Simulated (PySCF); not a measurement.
# W₂: frontier orbitals

LDA at R = 2.145 Å; PySCF, scalar-relativistic core potentials, basis sets W def2-TZVPP with ECP60. State: singlet, closed shell. Only the outer orbitals are listed.

```csv
spin,orbital,occ.,ε (eV),main shells (%)
α,σg,1,-5.96,"90 s, 12 d"
α,πu,1,-5.37,98 d
α,πu,1,-5.37,98 d
α,σg,1,-5.08,"84 d, 12 s"
α,δ,1,-3.94,100 d
α,δ,1,-3.94,100 d
α,σu,0,-3.42,"88 s, 9 p"
α,δ,0,-1.89,99 d
α,δ,0,-1.89,99 d
β,σg,1,-5.96,"90 s, 12 d"
β,πu,1,-5.37,98 d
β,πu,1,-5.37,98 d
β,σg,1,-5.08,"84 d, 12 s"
β,δ,1,-3.94,100 d
β,δ,1,-3.94,100 d
β,σu,0,-3.42,"88 s, 9 p"
β,δ,0,-1.89,99 d
β,δ,0,-1.89,99 d
```

Task: Which are the highest filled and the lowest empty level, where do they sit, and how wide is the gap?

Result: Highest filled β δ at -3.94 eV (in %: 100 d); lowest empty β σu at -3.42 eV (in %: 88 s, 9 p); the gap at LDA is 0.52 eV.

| Property | Result |
| --- | --- |
| bond order (Mayer) | 4.97 |
| ⟨S²⟩ | 1.082 |
| polarisability along the bond | 139.8 bohr³ |
| polarisability across the bond | 84.6 bohr³ |

Closed-shell solutions of metal pairs were not tested for spin polarisation, which can lower them a little. Spin–orbit coupling is left out.
